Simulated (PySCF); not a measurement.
Fractional electron number in Cr²⁺ (chromium, charge +2)

The 3d alpha orbital of [Ar] 3d4 is emptied in steps (occupation f), with all orbitals relaxed, ending at [Ar] 3d3. Calculation: PySCF 2.14, in def2-SVP (5s3p2d1f, 31 functions); the non-relativistic Hamiltonian (point nucleus). The exact energy is a straight line in f; departures are measured from the line between the end points of the same method.

```tsv
f	UHF (eV)	LDA (eV)	PBE (eV)
1	0.000	0.000	0.000
0.8	0.235	-1.379	-1.348
0.6	0.337	-2.096	-2.046
0.4	0.322	-2.123	-2.068
0.2	0.206	-1.433	-1.392
0	0.000	0.000	0.000
```

Question: For PBE, how does the orbital energy at f = 1 compare with the removal energy?

Answer: −ε = 24.387 eV against a total-energy difference of 32.711 eV. By Janak's theorem ε = ∂E/∂f, so the gap between them reflects the curvature. Along the path −ε is 27.576 (f = 0.8), 30.892 (f = 0.6), 34.326 (f = 0.4), 37.866 (f = 0.2) eV.

```json
{"method": "UHF", "E(f=0) − E(f=1) (eV)": "30.837", "−ε at f=1 (eV)": "32.379", "−ε at f=0.4 (eV)": "30.498"}
{"method": "LDA", "E(f=0) − E(f=1) (eV)": "33.059", "−ε at f=1 (eV)": "24.559", "−ε at f=0.4 (eV)": "34.696"}
{"method": "PBE", "E(f=0) − E(f=1) (eV)": "32.711", "−ε at f=1 (eV)": "24.387", "−ε at f=0.4 (eV)": "34.326"}
```

Reference removal energy between the ground levels: 30.959 ± 0.025 eV (measured; NIST Atomic Spectra Database, ionization energies). The calculation has no spin-orbit coupling. The determinant left behind need not be the lowest term of the ion. UHF lacks correlation.
